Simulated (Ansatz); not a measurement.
F$_{2}$Mg, charge +1, doublet, at a GFN2-xTB geometry (such geometries of metal compounds can be far from the true shape) (a state made from the parent by changing its charge; the spin is typed, not shown lowest); B3LYP5/6-31G** (Ansatz, a quantum-chemistry and plane-wave program).

Ansatz was given this input:
Ansatz 0.2 input:
```yaml
crystal:
  periodic: [false, false, false]
  atoms:
    - {symbol: Mg, position_ang: [0.02084867, -0.00292335, -0.00700014]}
    - {symbol: F, position_ang: [-0.22416534, 1.32081815, -1.17235055]}
    - {symbol: F, position_ang: [0.19636712, -1.31692035, 1.18168407]}
basis:
  gaussian:
    orbitals: 6-31G__.json
hamiltonian:
  xc: b3lyp5
total_charge: 1
magnetization: {spin_polarized: true, initial_magnetization: 1}
```
The basis file holds 6-31G** in the JSON format of the Basis Set Exchange.

Task: What does Ansatz print? Leave out banner, timings and long lists.

Result: 
```
Functional definition: B3LYP5
387 factors; integrals over basis functions are off by at most 3.3e-4 eV
mean field evaluation 1: about -10856.7060 eV, gradient 5.5e1 eV
mean field evaluation 2: about -10840.6064 eV, gradient 9.0e1 eV
mean field evaluation 4: about -10866.0615 eV, gradient 1.6e0 eV
mean field evaluation 8: about -10866.0931 eV, gradient 2.3e-1 eV
mean field evaluation 16: about -10866.0933 eV, gradient 2.5e-5 eV
mean field evaluation 32: about -10866.1551 eV, gradient 4.9e-2 eV
mean field evaluation 64: about -10866.1555 eV, gradient 3.8e-6 eV
mean field -10866.15549042 eV, -399.3238489281 hartree, gradient 1.6e-7 eV, S^2 0.757286; 5 other end points of the search recorded, 0 dependent functions left out
reference -10866.15573111 eV, -399.3238577732 hartree; 15, 14 occupied and 34, 35 virtual orbitals, 387 factors
Total energy: -10866.15573111 eV, -399.3238577732 hartree
```
